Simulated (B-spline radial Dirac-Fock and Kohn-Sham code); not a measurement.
**Cross section and asymmetry of the 4d5/2 subshell of Nd³⁺**

System: Nd³⁺ in the configuration 1s2 2s2 2p6 3s2 3p6 3d10 4s2 4p6 4d10 4f3 5s2 5p6. The computed 4d5/2 threshold is 157.7 eV; without correlation, outer thresholds are uncertain by 1 to 2 eV. With an open shell the threshold is an average over the terms of the final ion.

Input file task.json (cfg lists n, l and occupation; rrms is the nuclear radius in fm):

```json
{"items": [{
  "Z": 60,
  "q": 3,
  "cfg": [[1, 0, 2], [2, 0, 2], [2, 1, 6], [3, 0, 2], [3, 1, 6], [3, 2, 10], [4, 0, 2], [4, 1, 6], [4, 2, 10], [4, 3, 3], [5, 0, 2], [5, 1, 6]],
  "A": 142,
  "rrms": 4.9123,
  "do": ["binding", "quiet", "photo", "scan"],
  "hv": [60, 71.5, 300, 400, 800, 844.0, 1253.6, 2000, 2530.0, 2770.0, 7310.0, 9251.7, 16500.0, 22400.0, 40000, 57100.0]
}]}
```

Launch: `python xray_run.py task.json out`

Level of theory: the independent-particle Dirac-Slater model, thresholds from Dirac-Fock; an atomic code on a B-spline grid. Interchannel coupling and autoionising resonances are not included, so magnitudes near threshold are approximate.

```tsv
kinetic energy (eV)	σ (Mb)	β
1.5	0.520	0.22
2.3	0.504	0.36
3.7	0.480	0.54
5.7	0.445	0.73
9.0	0.397	0.89
14.0	0.338	0.91
21.9	0.279	0.55
34.2	0.253	-0.32
53.5	0.287	-0.96
83.7	0.385	-0.73
130.9	0.502	-0.12
204.6	0.541	0.43
319.9	0.469	0.84
```

The cross section has a minimum of 0.25 Mb near 34 eV kinetic energy, a Cooper minimum, where a dipole matrix element changes sign; it needs a radial node in the bound orbital. Its largest value, 0.541 Mb, lies 205 eV above threshold. β ranges from -0.96 (at 53.5 eV) to 0.99.
